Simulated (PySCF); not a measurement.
## Si3H6SO3

The system: Si3H6SO3, a molecule; neutral, singlet. The structure, one conformer, was relaxed in the gas phase by PBE0-D3(BJ)/def2-SVP. No frequency run checks that it is a minimum.

SMILES: S[SiH]1O[SiH2]O[SiH2]O1

| atom | x (Å) | y (Å) | z (Å) |
| --- | --- | --- | --- |
| O1 | -1.217 | 0.704 | -0.116 |
| Si2 | -0.631 | 0.474 | -1.660 |
| O3 | 0.536 | -0.707 | -1.566 |
| Si4 | 1.185 | -1.563 | -0.298 |
| O5 | 0.474 | -0.994 | 1.098 |
| Si6 | -0.576 | 0.262 | 1.349 |
| S7 | 0.605 | 1.832 | 2.179 |
| H8 | -0.024 | 1.730 | -2.170 |
| H9 | -1.745 | 0.015 | -2.527 |
| H10 | 2.651 | -1.332 | -0.242 |
| H11 | 0.863 | -3.005 | -0.450 |
| H12 | -1.690 | -0.148 | 2.231 |
| H13 | -0.421 | 2.713 | 2.181 |

Shieldings: GIAO PBE0/pcSseg-1. Shifts are against computed references at the same level: H TMS (σ 31.27 ppm), Si TMS (σ 352.0 ppm). Core levels by delta-SCF with SCAN, pcX-2 on the ionised atom and pcseg-1 elsewhere, spin-free X2C (2p3/2 is the spin-free 2p value less a third of a first-order spin-orbit splitting); from the vacuum level, for chosen atoms.

(1) Give the NMR and core-level values of the distinct atoms.

(2) By CAM-B3LYP/def2-SVPD (TDDFT singlets, Tamm-Dancoff triplets, ionisation by delta-SCF), where does absorption start, and what does vertical ionisation take?

Answers

(1) 
| atoms | bonded to | σ (ppm) | δ (ppm) | core level (eV) |
| --- | --- | --- | --- | --- |
| O1 | 2 Si | 216.2 | - | 1s 538.16 |
| Si2 | 2 O + 2 H | 384.4 | -32.4 | 2p3/2 108.30 |
| O3 | 2 Si | 250.8 | - | - |
| Si4 | 2 O + 2 H | 383.2 | -31.2 | - |
| O5 | 2 Si | 236.7 | - | 1s 538.23 |
| Si6 | 2 O + 1 S + 1 H | 373.7 | -21.7 | 2p3/2 108.40 |
| S7 | 1 Si + 1 H | 664.4 | - | 2p3/2 169.51 |
| H8 | 1 Si | 25.99 | 5.28 | - |
| H9 | 1 Si | 26.14 | 5.13 | - |
| H10 | 1 Si | 26.05 | 5.22 | - |
| H11 | 1 Si | 26.07 | 5.20 | - |
| H12 | 1 Si | 25.70 | 5.56 | - |
| H13 | 1 S | 30.47 | 0.80 | - |

Values are those of this one static structure; atoms that internal rotation interchanges would show their mean in an NMR spectrum.

(2) The lowest singlet lies at 6.22 eV (f 0.007), the strongest of the first 6 at 6.87 eV (f 0.055), the lowest triplet at 5.78 eV; vertical ionisation takes 10.06 eV.

The 3 runs behind this took 3.6 min in all, one thread each of Arm Neoverse V1 on a shared host, launched as `OMP_NUM_THREADS=1 python cluster_run.py task.json out`.
